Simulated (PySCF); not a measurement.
HNSi, SMILES [SiH]#N. Atoms are numbered in the order given.

```xyz
3

H      0.0000     0.0000    -1.9120
Si     0.0000     0.0000    -0.4289
N      0.0000     0.0000     1.1310
```
Charge 0, spin multiplicity 1.

Geometry optimised at B3LYP-D3(BJ)/def2-TZVPD.

The numbers are results of PBE/def2-TZVPD in PySCF, not measurements.

Gas-phase values at a fixed geometry.

Problem. Estimate the frontier levels, gap, dipole moment and polarisability. (An estimate is asked for; the answer gives what the named calculation found.)

Solution. 
* **highest occupied level**: -6.73 eV
* **lowest empty level**: -3.12 eV
* **orbital gap**: 3.60 eV
* **dipole moment**: 4.35 D
* **quadrupole, principal values (traceless, Buckingham form, about the centre of nuclear charge)**: -1.42, 0.71, 0.71 D·Å
* **mean static polarisability**: 40.4 bohr³ (5.98 Å³)
* **polarisability, principal values**: 33.9, 33.9, 53.2 bohr³
